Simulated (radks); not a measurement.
Values are calculated unless marked as measured or tabulated.
Ionisation of the neodymium ion Nd+, [Xe] 4f4 6s1, to Nd2+, [Xe] 4f4, under several functionals. Scalar-relativistic Kohn-Sham, spin-polarised, spherical densities, point nucleus; open shells are filled with parallel spins first (spin-orbit coupling, left out, can overturn this in heavy ions); a radial shooting solver on a logarithmic mesh with Libxc functionals.

| functional | E(Nd+) (hartree) | Exc (hartree) | IE (eV) | -e(HOMO) (eV) | <r> HOMO (bohr) | IE error (eV) |
|---|---|---|---|---|---|---|
| BP86 | -9625.3302 | -223.5855 | 11.109 | 8.611 | 1.091 | +0.326 |
| PBE | -9623.8753 | -222.1255 | 11.050 | 8.512 | 1.090 | +0.267 |
| LDA (Slater exchange, VWN5 correlation) | -9617.0012 | -215.2244 | 11.237 | 8.734 | 1.088 | +0.454 |
| B86b exchange with PBE correlation | -9624.7848 | -223.0404 | 11.063 | 8.526 | 1.090 | +0.280 |
| SOGGA | -9619.9122 | -218.1403 | 10.914 | 8.461 | 1.090 | +0.131 |
| exchange-only PBE | -9620.6085 | -218.8047 | 10.778 | 7.506 | 1.102 | -0.005 |
| LDA (Slater exchange, Perdew-Wang correlation) | -9616.9765 | -215.1992 | 11.233 | 8.727 | 1.088 | +0.450 |
| RPBE | -9624.2654 | -222.5209 | 10.955 | 8.469 | 1.089 | +0.172 |

NIST Atomic Spectra Database: 10.78 eV (semi-empirical). Closest: exchange-only PBE. The Delta-SCF values span 0.46 eV, the total energies 8.35 hartree. The highest occupied level is 4f. Open shells are spherical and high-spin; term and fine-structure splittings are not resolved. Spin-orbit splitting is averaged out at the scalar-relativistic level.
